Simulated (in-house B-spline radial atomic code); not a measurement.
LC-wPBE excitations of Ba²⁺

Method: LC-wPBE. Computed with a B-spline radial code for spherical atoms: linear response of the closed shell [Kr] 4d10 5s2 5p6 with the functional's adiabatic kernel; scalar-relativistic (spin-free one-electron X2C), finite nucleus, no spin-orbit coupling, no double excitations, S, P, D and F terms only; shells from n = 3 respond. Only terms of natural parity with L up to 3 were computed.

Spin-orbit coupling is strong here, so these LS terms don't match observed levels.

Command:
```bash
python run_td.py task.json out
```
Settings (radii: box in bohr, nucleus in fm):
```
Z                        56
electrons                54
configuration            [Kr] 4d10 5s2 5p6
hamiltonian              x2c
method                   lc_wpbe
box_radius               29.48
rms_radius               4.8378
intervals                73
```

Cost of the run: 7.3 s on 1 thread of Arm Neoverse N1, on a shared host.

The lowest states, in the order of their Tamm-Dancoff energies; the method's threshold (minus the highest occupied level) is 35.46 eV. Labels give the largest channel, * marks a mixed state, and oscillator strengths are full-response dipole values. Semilocal kernels can invert the small singlet-triplet splittings of Rydberg terms. Energies in eV:

```tsv
state	full response	Tamm-Dancoff	oscillator strength
5p → 5d 3P	16.948	17.020	-
5p → 5d 3F	?	?	-
5p → 5d 1F	18.542	18.562	-
5p → 6s 3P	19.155	19.163	-
5p → 6s 1P	19.482	19.500	0.482
5p → 4f 3D	?	?	-
5p → 6p 3S	22.114	22.128	-
5p → 5d 1P	21.819	22.387	4.66
```

(1) Where does 5p → 4f 3D lie?

(2) Where does 5p → 5d 3F lie?

(3) How large is the singlet-triplet splitting of 5p → 5d (F terms) in Tamm-Dancoff?

(4) What polarisabilities and dispersion coefficient does the method give?

Answers

(1) At 19.934 eV in full response, 19.983 eV in Tamm-Dancoff.

(2) At 17.166 eV in full response, 17.292 eV in Tamm-Dancoff.

(3) 1.27 eV, from the unrounded values.

(4) Dipole 10.61 bohr³, quadrupole 46.39 bohr⁵, C6 78.1 hartree·bohr⁶ for two such species.
